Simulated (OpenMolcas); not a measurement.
# Ar4+: the spin-orbit constant, Slater's ratio, worked from levels

```yaml
Program: OpenMolcas
Basis: ANO-L-VTZP [5s4p2d1f]
Scalar_Hamiltonian: non-relativistic, point nucleus
Active_space: 2 electrons in 3 orbitals (3p)
State_averaging: 2S+1 = 3 even, 3 roots; 2S+1 = 1 even, 6 roots
Spin-orbit_coupling: RASSI with atomic mean-field integrals over the reference wave functions, term energies averaged over their components
```

Methods: CASSCF; SS-CASPT2, IPEA 0.25 Eh, imaginary shift 0.1 Eh (closed shells correlated: 2s 2p 3s). Measured levels: Saloman, J. Phys. Chem. Ref. Data 39, 033101 (2010).

**The spin-orbit constant.** For the Hund term 3P of p2, E(J) = (A/2) J(J+1) + constant and ζ = 2S·A = 2A. From J = 0 to J = 2 the energy changes by 3 A.

```csv
Source,E(2) - E(0),A,ζ
CASSCF,1855.6,618.5,1237
SS-CASPT2,1859.4,619.8,1240
measured,2028.8,676.3,1353
```

All in cm-1. SS-CASPT2 is off by -8.3 % and CASSCF by -8.5 %. Both methods take the spin-orbit matrix elements from the reference wave functions, so the second can move ζ only through the term energies and any multistate remixing. Second-order mixing with other terms is absorbed into this ζ.

**Slater's ratio.** With one set of orbitals, p2 has 1D - 3P = 6 F2 and 1S - 1D = 9 F2 (F2 = F²/25), a ratio of 3/2. Term energies are centres of gravity, weighted by 2J + 1.

```tsv
Source	1D - 3P	1S - 3P	F2 from the first	Ratio
CASSCF	18349	45615	3058	1.486
SS-CASPT2	15274	37830	2546	1.477
measured	14917	36531	2486	1.449
```

Energies in cm-1. A ratio away from 3/2 shows effects beyond one configuration with one set of orbitals, and in heavier atoms second-order spin-orbit shifts.

CASPT2 does not keep the components of a term degenerate, so their means are used; among the terms shown or strongly mixed into the levels shown the widest spread is 120 cm-1 (3s2 3p2 1D, SS-CASPT2). With the s shell closed, the reference lacks s² → p² mixing. Computed and measured levels are paired by configuration, term and J; levels that our copy of the source lacks, or whose pairing is in doubt (as where it misses far off the trend of its configuration), stay unpaired and out of the deviations. Only configurations of the active space appear.
